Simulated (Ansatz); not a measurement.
System: dichlorosilane, sum formula SiH₂Cl₂, net charge 0, singlet state. SMILES: Cl[SiH2]Cl
Geometry: optimised at B3LYP-D3(BJ)/def2-TZVP (Ansatz, a quantum-chemistry and plane-wave program).

Quantity: atomisation energy (electronic, to ground-state atoms), in eV. Valence correlation only, unless marked. Open shells are spin-unrestricted. Spin-orbit coupling is left out. Non-relativistic. The coupled-cluster limit lacks core correlation, which all-electron functionals hold. Basis-set limits of correlation are two-point, X^-3; Hartree-Fock from the larger set. [CCSD(T)-MP2]/basis is that difference in the basis named.

```json
[
 {"level": "HF/cc-pV(Q+d)Z", "program": "Ansatz", "atomisation energy (eV)": "11.85"},
 {"level": "PBE-D3(BJ)/def2-TZVPD", "program": "Ansatz + dftd3", "atomisation energy (eV)": "15.33"}
]
```

Task: Predict the RI-MP2/CBS(aug-cc-pV(T+d)Z,aug-cc-pV(Q+d)Z)+[CCSD(T)-MP2]/aug-cc-pV(T+d)Z result (Ansatz).

Result: 15.50 eV, so PBE-D3(BJ)/def2-TZVPD differs from it by -0.17 eV.
